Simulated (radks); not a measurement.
The numbers below are computed, except where a source is named.
Gd, configuration [Xe] 4f7 5d1 6s2 (the NIST ground configuration). Level of theory: scalar-relativistic Kohn-Sham, HCTH/407, spin-polarised, spherical densities, finite nucleus; open shells are filled with parallel spins first (spin-orbit coupling, left out, can overturn this in heavy ions); Fermi nuclear charge, rms radius 5.1569 fm (a radial shooting solver on a logarithmic mesh with Libxc functionals).

Radial electron density D(r) = 4 pi r^2 rho(r):

| r (bohr) | D(r) (e/bohr) | spin D(r) |
|---|---|---|
| 0.0009117 | 3.535 | 0.0000393 |
| 0.00107 | 4.598 | 0.0000510 |
| 0.001246 | 5.883 | 0.0000651 |
| 0.001462 | 7.594 | 0.0000838 |
| 0.001702 | 9.635 | 0.000106 |
| 0.001997 | 12.31 | 0.000135 |
| 0.002325 | 15.44 | 0.000168 |
| 0.002706 | 19.24 | 0.000208 |
| 0.003176 | 24.03 | 0.000257 |
| 0.003697 | 29.41 | 0.000310 |
| 0.004339 | 35.93 | 0.000372 |
| 0.005051 | 42.91 | 0.000435 |
| 0.005927 | 50.90 | 0.000500 |
| 0.0069 | 58.81 | 0.000555 |
| 0.008033 | 66.63 | 0.000595 |
| 0.009427 | 74.16 | 0.000608 |
| 0.01097 | 79.98 | 0.000580 |
| 0.01288 | 84.03 | 0.000498 |
| 0.01499 | 85.44 | 0.000361 |
| 0.01759 | 84.33 | 0.000161 |
| 0.02048 | 81.38 | -0.0000627 |
| 0.02384 | 77.86 | -0.000280 |
| 0.02798 | 75.54 | -0.000444 |
| 0.03257 | 76.61 | -0.000478 |
| 0.03823 | 82.47 | -0.000349 |
| 0.0445 | 92.06 | -0.0000710 |
| 0.05222 | 103.6 | 0.000400 |
| 0.0608 | 111.7 | 0.00127 |
| 0.07078 | 113.2 | 0.00356 |
| 0.08306 | 106.6 | 0.0107 |
| 0.09669 | 95.70 | 0.0289 |
| 0.1135 | 86.65 | 0.0752 |
| 0.1321 | 86.02 | 0.170 |
| 0.155 | 93.27 | 0.370 |
| 0.1805 | 99.93 | 0.716 |
| 0.2101 | 96.94 | 1.29 |
| 0.2465 | 80.26 | 2.23 |
| 0.287 | 59.09 | 3.48 |
| 0.3368 | 44.15 | 5.07 |
| 0.3921 | 42.54 | 6.64 |
| 0.4601 | 48.03 | 7.94 |
| 0.5357 | 49.84 | 8.52 |
| 0.6236 | 43.64 | 8.34 |
| 0.7318 | 31.93 | 7.46 |
| 0.852 | 21.84 | 6.22 |
| 0.9998 | 15.43 | 4.78 |
| 1.164 | 12.36 | 3.48 |
| 1.366 | 10.02 | 2.31 |
| 1.59 | 7.544 | 1.48 |
| 1.851 | 5.028 | 0.944 |
| 2.172 | 2.955 | 0.627 |
| 2.529 | 1.781 | 0.458 |
| 2.968 | 1.189 | 0.331 |
| 3.455 | 0.9149 | 0.220 |
| 4.054 | 0.6895 | 0.114 |
| 4.72 | 0.4695 | 0.0409 |
| 5.495 | 0.2790 | 0.00522 |
| 6.448 | 0.1423 | -0.00452 |
| 7.507 | 0.06402 | -0.00404 |
| 8.809 | 0.01989 | -0.00230 |
| 10.26 | 0.004564 | -0.00103 |
| 12.03 | 0.0007074 | -0.000269 |

D(r) has 4 maxima, at r = 0.0151, 0.0675, 0.188, 0.515 bohr, and minima at 0.0291, 0.124, 0.371 bohr, inside which lie 1.94, 11.16, 29.34 electrons.
